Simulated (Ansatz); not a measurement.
Reaction (redistribution): `Cl[SiH2]CBr` + `C#[C][Al]([F])[Cl]` → `F[SiH2]CBr` + `C#[C][Al]([Cl])[Cl]`

Program: Ansatz. Geometries: PBE0-D4/def2-TZVP. ΔE: electronic, gas phase. CCSD(T)/CBS is the MP2 limit (def2-TZVPP, def2-QZVPP) plus CCSD(T) − MP2 in def2-TZVPP, frozen cores. Functionals use def2-TZVPP. B3LYP here is the variant with VWN-RPA as its local correlation; programs differ in this. For Br outer-core shells are correlated without core-valence functions, which leaves a few kJ/mol of doubt a bond. Scalar relativity is left out up to krypton. One conformer a species, not always the lowest.

```
          level  ΔE (kcal/mol)  difference from CCSD(T)/CBS
         PBE-D4           -2.4                          0.8
        BLYP-D4           -2.6                          0.6
      r2SCAN-D4           -3.6                         -0.4
         B97M-V           -3.8                         -0.6
        PBE0-D4           -3.0                          0.2
     r2SCAN0-D4           -3.8                         -0.6
        ωB97M-V           -3.3                         -0.1
         revPBE           -2.7                          0.5
           BLYP           -3.3                         -0.1
          B3LYP           -3.8                         -0.6
        r2SCAN0           -3.9                         -0.7
          BHLYP           -4.6                         -1.4
        LC-ωPBE           -3.1                          0.1
  CCSD/def2-SVP           -2.6                          0.6
CCSD/def2-TZVPP           -3.7                         -0.5
 CCSD/CBS(def2)           -3.4                         -0.2
    CCSD(T)/CBS           -3.2                            0
```

Largest T1 diagnostic among the species: 0.012.

From BLYP to BHLYP (50 % exact exchange), in def2-TZVPP and without D4, ΔE moves by −1.3 kcal/mol. Leaving LDA and LC-ωPBE aside and taking each functional with its dispersion term where it has one, the values, not all of them listed here, spread over 2.2 kcal/mol, from BHLYP-D4 to revPBE-D4. In def2-TZVPP, CCSD(T) changes the Hartree–Fock value by +2.6 kcal/mol (the triples alone add +0.3 kcal/mol) and MP2 by +3.1 kcal/mol.

CCSD(T)/CBS has its own doubt, a few kJ/mol and more with outer-core shells, so smaller differences from it don't rank the levels.
